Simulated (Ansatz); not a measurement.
Molecule: 5-methylhex-1-ene, C7H14, charge 0, multiplicity 1. 
Structure (B3LYP-D3(BJ)/def2-TZVP (Ansatz, an electronic-structure program) minimum search):
```xyz
21

C     -2.4693    -0.9369    -0.7997
C     -1.3808     0.1245    -0.6355
C     -1.9454     1.3696     0.0502
C     -0.1767    -0.4599     0.1124
C      1.0474     0.4617     0.1797
C      2.2052    -0.1787     0.8796
C      3.3872    -0.4331     0.3332
H     -2.0893    -1.8183    -1.3203
H     -3.3178    -0.5495    -1.3675
H     -2.8429    -1.2611     0.1757
H     -1.0397     0.4148    -1.6368
H     -2.2638     1.1354     1.0703
H     -1.2141     2.1766     0.1051
H     -2.8152     1.7499    -0.4893
H     -0.4857    -0.7281     1.1297
H      0.1219    -1.3942    -0.3719
H      1.3443     0.7523    -0.8324
H      0.7794     1.3822     0.7077
H      2.0321    -0.4632     1.9153
H      3.6025    -0.1700    -0.6967
H      4.1827    -0.9092     0.8920
```

Quantity: atomisation energy (electronic, to ground-state atoms), in kcal/mol. Valence correlation only, unless marked. UHF or UKS for open shells. No spin-orbit coupling. No relativistic terms. The coupled-cluster limit lacks core correlation, which all-electron functionals hold. CBS(X,Y): correlation extrapolated as X^-3; Hartree-Fock from the larger set. The bracket is a focal-point correction in the basis named.

```csv
level,program,atomisation energy (kcal/mol)
HF/aug-cc-pVQZ,Ansatz,1550.5
```

**Question.** What does RI-MP2/CBS(aug-cc-pVTZ,aug-cc-pVQZ)+[CCSD(T)-MP2]/aug-cc-pVTZ (Ansatz) give?

**Answer.** 2037.7 kcal/mol, so HF/aug-cc-pVQZ differs from it by -487.2 kcal/mol.
